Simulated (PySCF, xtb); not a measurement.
B(Me)(OH)(SMe) (C2H7BOS), SMILES S(B(C)O)C.

Geometry: PBE-D3(BJ)/def2-SVP. One conformer was computed; it need not be the lowest.

Computed with IEF-PCM-ωB97X/def2-SVP (PySCF).

The values are the electrostatic part of the solvation free energy, E(continuum) − E(gas) at the gas-phase geometry, in a cavity of scaled van der Waals radii (PySCF's table); cavitation and dispersion terms are not included. In vacuum the orbital gap is 12.11 eV. The dipole moment in vacuum is 2.14 D.

**Question.** Estimate the values in water (ε = 78.36), ethanol (ε = 24.85), acetonitrile (ε = 35.69). (Estimate from the structure and the level; the computed values follow.)

**Answer.** 
| solvent | ε | ΔG(elec) (kcal/mol) | dipole (D) | gap (eV) |
|---|---|---|---|---|
| water | 78.36 | -5.4 | 2.76 | 12.34 |
| ethanol | 24.85 | -5.1 | 2.73 | 12.33 |
| acetonitrile | 35.69 | -5.2 | 2.74 | 12.34 |

For comparison, GFN2-xTB/ALPB(water) (xtb, at the GFN2-xTB geometry, all terms of that model) gives -4.1 kcal/mol.
